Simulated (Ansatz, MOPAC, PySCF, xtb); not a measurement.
Noncovalent pair: N2 (SMILES N#N) (first 2 atoms) with CHN (SMILES C#N); geometry from B3LYP-D3(BJ)/def2-TZVP, rigid monomers moved along the line of their centres of mass till N2···H5 is 2.20 Å.
(charge 0, multiplicity 1):
```csv
atom,x (Å),y (Å),z (Å)
N,0.0639,0.3230,-1.0964
N,0.0305,0.1182,-0.0260
C,-0.0698,-0.5028,3.1818
N,-0.1051,-0.7212,4.3067
H,-0.0370,-0.2983,2.1339
```

Interaction energies are E(AB) − E(A) − E(B) at the monomers' geometry in the complex; basis-set methods are counterpoise corrected.

The state that PM6 reach isn't checked.

Codes used: Ansatz (a program for electronic structure) with Gaussian orbitals; MOPAC for PM6 (differences of heats of formation); PySCF for the dispersion terms; xtb for the GFN methods. Each number belongs to the level named beside it.

Task: One of these levels gives -48.6 meV for the interaction energy. Which one is it?
A) PM6
B) HF/aug-cc-pVDZ
C) GFN-FF
D) PBE-D3(BJ)/def2-TZVPPD

Result: D, PBE-D3(BJ)/def2-TZVPPD. The others give -75.6 (GFN-FF), -16.4 (PM6), 22.4 (HF/aug-cc-pVDZ)
